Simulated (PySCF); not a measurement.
**Tm: electron affinity**

Tm⁻ [Xe] 4f13 6s2 6p1 [4f5/2^6 4f7/2^7 6p1/2^1, M_J = 3] → Tm [Xe] 4f13 6s2 [4f5/2^6 4f7/2^7, M_J = 7/2], as a difference of total energies. Calculation: PySCF 2.14, in x2c-SVPall-2c with one added diffuse shell each of s, p, d, f type (8s11p10d4f1g, 128 functions); the two-component X2C-1e Hamiltonian. Correlated levels: [Ar] 3d10 frozen; the 16 highest virtual spinors dropped. "Screened" scales the spin-orbit matrix elements by Boettger's factors to mimic the two-electron term; Breit and QED terms are absent.

```csv
method,electron affinity (eV)
GHF (screened spin-orbit),-0.251
GMP2 (screened spin-orbit),-0.312
```

The configuration of this anion was assumed by filling the next shell in order. It is not the known or likely ground configuration (Ca⁻, Sr⁻ and Ba⁻, for instance, bind a p electron), so these values are not the electron affinity of the element.

The labels give the starting determinants; with spin-orbit coupling the two ends relaxed to ⟨J²⟩ = 13.19, ⟨L²⟩ = 11.32, ⟨S²⟩ = 1.73 and ⟨J²⟩ = 15.76, ⟨L²⟩ = 12.11, ⟨S²⟩ = 0.85.

A negative affinity means that the anion lies above the atom at that level of theory.

The determinant of Tm⁻ mixes levels of different J (the jj label is only the starting occupation), so the difference between spin-free and spin-orbit rows is not the physical spin-orbit shift.
